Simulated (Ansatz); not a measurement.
Relaxation of CH4SZn (7 atoms, charge 0, multiplicity 1), to a largest force component of 0.015 eV/Å in at most 40 steps.

Computed with RKS BLYP/def2-SVP in Ansatz.

```xyz
7
Properties=species:S:1:pos:R:3
C -1.026 0.676 -0.313
S -0.051 -0.056 1.052
Zn 1.752 -1.146 0.319
H -1.423 -0.107 -0.951
H -0.415 1.367 -0.883
H -1.840 1.211 0.165
H 2.610 -1.625 -0.831
```

Task: Where does it end, and by what steps?

Result: It converged. After 4 steps the energy has fallen by 0.392 eV; Zn3 moved furthest, 0.33 Å.

```json
{"step": "0", "energy less start (eV)": "0.0000", "largest force component (eV/Å)": "1.510", "accepted": "yes"}
{"step": "1", "energy less start (eV)": "-0.3279", "largest force component (eV/Å)": "0.449", "accepted": "yes"}
{"step": "2", "energy less start (eV)": "-0.3810", "largest force component (eV/Å)": "0.265", "accepted": "yes"}
{"step": "3", "energy less start (eV)": "-0.3900", "largest force component (eV/Å)": "0.103", "accepted": "yes"}
{"step": "4", "energy less start (eV)": "-0.3923", "largest force component (eV/Å)": "0.012", "accepted": "yes"}
```

```xyz
7
Properties=species:S:1:pos:R:3
C -1.014 0.667 -0.281
S -0.043 -0.059 1.141
Zn 1.602 -1.039 0.045
H -1.424 -0.116 -0.947
H -0.415 1.384 -0.874
H -1.862 1.217 0.170
H 2.764 -1.734 -0.695
```

Run time: 16 s on 1 thread of Arm Neoverse V2 (shared host), peak memory 0.12 GiB.
